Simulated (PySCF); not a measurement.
SMILES [AlH]([O][SiH3])[O][SiH3] (CAM-B3LYP/def2-SVP optimised geometry):

```
12

Al    -1.583    -1.990     2.705
H     -3.102    -2.117     3.041
O     -0.429    -2.679     3.726
Si     0.772    -3.306     4.659
H      0.700    -2.739     6.034
H      2.107    -2.984     4.082
H      0.634    -4.787     4.742
O     -1.087    -1.164     1.320
Si    -0.507    -0.373     0.000
H     -0.982     1.039     0.000
H     -0.982    -1.039    -1.245
H      0.982    -0.373     0.000
```

Level of theory: CAM-B3LYP/def2-TZVP run with PySCF 2.14.0.

Question: What are the frontier orbital energies and the dipole moment?

Answer: HOMO-2 -10.22 eV, HOMO-1 -10.20 eV, HOMO -10.09 eV, LUMO 0.40 eV, LUMO+1 0.47 eV; dipole moment 0.24 D.

Meta-Löwdin charges at CAM-B3LYP/def2-TZVP: Al1 1.04, H2 -0.15, O3 -0.86, Si4 0.79, H5 -0.12, H6 -0.12, H7 -0.12, O8 -0.86, Si9 0.79, H10 -0.12, H11 -0.12, H12 -0.12.
